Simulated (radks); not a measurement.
The numbers below are computed, except where a source is named.
Question: These are the eigenvalues of the occupied orbitals of an atom or ion with whole-number occupations (hartree). Code: a radial shooting solver on a logarithmic mesh with Libxc functionals. Model: non-relativistic Kohn-Sham, LDA (Slater exchange, Perdew-Wang correlation), spin-polarised, spherical densities, point nucleus.

1s up: -2341.295
1s down: -2341.294
2s up: -385.1100
2s down: -385.1028
2p up: -369.2672
2p down: -369.2614
3s up: -88.11993
3s down: -88.11661
3p up: -80.75425
3p down: -80.75090
3d up: -66.97762
3d down: -66.97271
4s up: -17.82496
4s down: -17.81820
4p up: -14.74948
4p down: -14.74227
4d up: -9.13481
4d down: -9.12605
5s up: -2.68060
5s down: -2.61106
4f up: -1.80908
4f down: -1.79390
5p up: -1.79321
5p down: -1.71429
5d up: -0.50918
6s up: -0.42675

Which element is it, and in what charge state? The configuration may be excited. Open shells, if any, are filled with parallel spins first.

Answer: Z = 74, tungsten, charge +1: W+ in [Xe] 4f14 5d4 6s1. The list shows which subshells hold electrons but not how many an open one holds; the 1s level, -2341.3 hartree, gives Z - s = 68.4 by -(Z - s)^2/2, which with screening narrows Z to a few neighbours, and the depths of the outer levels then fix element, charge and occupations together.
